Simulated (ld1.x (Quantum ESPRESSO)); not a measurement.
**Ranking RRKJ potentials for chromium (Cr)**

All share these settings but for the change named:

Cr (Z = 24), norm-conserving RRKJ (Kleinman–Bylander form), made with ld1.x (Quantum ESPRESSO) 7.5 (PBEsol, scalar-relativistic). Core [Ne], reference 3s2 3p6 3d3 4s0 4p0 (charge +3). Waves: 3p (bound): rc 1.45 bohr; 3d (bound): rc 1.60 bohr; 3s (bound): rc 0.80 bohr. Local part: the s channel. Core correction: Bessel-smoothed model core, default radius (core density twice the valence density). rho0 = 0.001.

Test errors are all-electron minus pseudo excitation energies from the reference, over 3s2 3p6 3d5 4s1 4p0; 3s2 3p6 3d5 4s0 4p0; 3s2 3p6 3d4 4s0 4p0; 3s2 3p6 3d5.5 4s0.5 4p0; 3s2 3p6 3d5 4s0.5 4p0; 3s2 3p6 3d4 4s1 4p0; 3s2 3p6 3d6 4s0 4p0. None of these files shows a bound ghost.

The base gives 84.9 meV.

Of 9 variants that were run, those that failed, showed a ghost or another fault, or gave nearly equal values are left out.

A variant can come out equal or close to the base, since the largest error may sit in a test that the change hardly touches while other tests move.

(1) Rank these variants by their largest absolute test error, smallest first.
A. wave 3s (bound): rc 0.80 bohr becomes 3s (bound): rc 1.08 bohr
B. all radii but the core radius scaled by about 0.91 (s 0.72, p 1.32, d 1.46 bohr)
C. wave 3p (bound): rc 1.45 bohr becomes 3p (bound): rc 1.46 bohr
D. wave 3d (bound): rc 1.60 bohr becomes 3d (bound): rc 1.28 bohr

Results:

(1) D (53.4 meV), B (70.9 meV), C (84.9 meV), A (196.7 meV).
